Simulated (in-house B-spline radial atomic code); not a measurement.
## W XXXII (W31+): [Kr] 4d7

Computed with a B-spline radial code for spherical atoms: Dirac-Kohn-Sham PBEsol, spherical fractional occupations, Fermi nucleus of rms radius 5.3658 fm.

Screening seen three ways: the hydrogenic charge with the same mean radius, Z_r = [3n² - l(l+1)]/(2<r>), the one with the same energy, Z_e = n√(-2ε), and Slater's rules. Values are occupation-weighted means over j. An effective charge above Z reflects the relativistic contraction of the inner shells.

```tsv
shell	electrons	ε (eV)	<r> (bohr)	Z_r	Z_e	Slater
1s	2	-70511	0.01835	81.72	71.99	73.70
2s	2	-13134	0.07698	77.94	62.14	69.85
2p	6	-11712	0.06898	72.48	58.68	69.85
3s	2	-3916.4	0.1996	67.64	50.90	62.75
3p	6	-3488.7	0.1991	62.80	48.04	62.75
3d	10	-2965	0.1809	58.04	44.29	52.85
4s	2	-1616.4	0.4178	57.44	43.60	46.25
4p	6	-1461.7	0.4323	53.21	41.46	46.25
4d	7	-1262.3	0.4377	47.98	38.53	35.90
```

The least bound orbital is 4d5/2 at -1255 eV, and it is also the most diffuse (<r> = 0.4404 bohr).

Spin-orbit splittings of the orbital energies (j = l + 1/2 above j = l - 1/2 when positive): 2p 1351 eV, 3p 296 eV, 3d 64.4 eV, 4p 85.14 eV, 4d 17.75 eV.

For the 1s electron the small component carries 7.78 % of the norm, the zero-frequency Breit interaction raises the level by 243.6 eV, self-energy by 152 eV, and vacuum polarisation lowers it by 28.76 eV.
